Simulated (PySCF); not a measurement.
This PySCF input asks for the NMR shieldings of Ge(GeH3)H3 (SMILES [H][Ge]([H])([H])[GeH3]); the geometry comes from PBE0-D3(BJ)/def2-SVP.

```python
import basis_set_exchange as bse
import numpy as np
from pyscf import gto, dft
from pyscf.prop import nmr

atoms = """
Ge   -0.001523    0.009135   -1.210840
Ge    0.000989   -0.008777    1.210894
H     0.833304    1.167700    1.753582
H     0.608417   -1.323095    1.735084
H    -1.436312    0.116547    1.749021
H     1.441989   -0.013010   -1.746400
H    -0.701012    1.276015   -1.737043
H    -0.745853   -1.224515   -1.754288
"""
names = {"Ge": "pcSseg-2", "H": "pcSseg-1"}
basis = {el: gto.basis.parse(bse.get_basis(n, elements=[el], fmt="nwchem")) for el, n in names.items()}
mol = gto.M(atom=atoms, basis=basis, charge=0, verbose=0)
mf = dft.RKS(mol, xc="PBE0")
mf.grids.level = 2
mf.grids.alignment = dft.numint.BLKSIZE   # the property module wants whole blocks of grid points
mf.conv_tol = 1e-9
mf.kernel()

calc = nmr.RKS(mf)   # GIAO
C = mf.mo_coeff
Co = C[:, mf.mo_occ > 0]
resp = mf.gen_response(singlet=True, hermi=2)
def vind(x):   # induced exchange potential for any number of trial vectors
    d = np.einsum("pi,xij,qj->xpq", C, 2 * x.reshape(-1, C.shape[1], Co.shape[1]), Co, optimize=True)
    return np.einsum("xpq,pi,qj->xij", resp(d - d.transpose(0, 2, 1)), C, Co, optimize=True).ravel()
mo1, _ = nmr.rhf.solve_mo1(calc, with_cphf=vind)
sigma = calc.kernel(mo1)
for i, s in enumerate(sigma):   # ppm
    w = np.linalg.eigvalsh((s + s.T) / 2)
    print("%2d %-2s iso %8.1f  s11 %8.1f  s22 %8.1f  s33 %8.1f" % (i, mol.atom_pure_symbol(i), w.mean(), *w))
```

Question: What does it print?

Answer: 
```
 0 Ge iso   1664.0  s11   1660.2  s22   1660.6  s33   1671.2
 1 Ge iso   1664.0  s11   1660.4  s22   1660.5  s33   1671.1
 2 H  iso     27.5  s11     21.2  s22     22.2  s33     39.1
 3 H  iso     27.5  s11     21.2  s22     22.2  s33     39.1
 4 H  iso     27.5  s11     21.2  s22     22.2  s33     39.1
 5 H  iso     27.5  s11     21.2  s22     22.2  s33     39.1
 6 H  iso     27.5  s11     21.2  s22     22.2  s33     39.1
 7 H  iso     27.5  s11     21.2  s22     22.2  s33     39.1
```

These numbers come from an equivalent density-fitted implementation of the same equations, which agrees with the script to about 0.01 ppm for H and up to a few tenths of a ppm for heavy atoms, so last digits may differ.

Question: Turn these shieldings into chemical shifts. Shifts are taken against calculated references (same method and geometry level): ¹H (σref 31.27) against TMS.

Answer: Averaging equivalent atoms: H 2/3/4/5/6/7: 3.77 ppm. No reference was computed at this level for Ge. 

Relativistic effects, spin–orbit coupling among them, are left out; they matter for Ge and for the light atoms bonded to it.

Size and cost of the density-fitted run: 156 basis functions, 15 s wall time on 1 thread of an x86-64 server CPU, shared host.
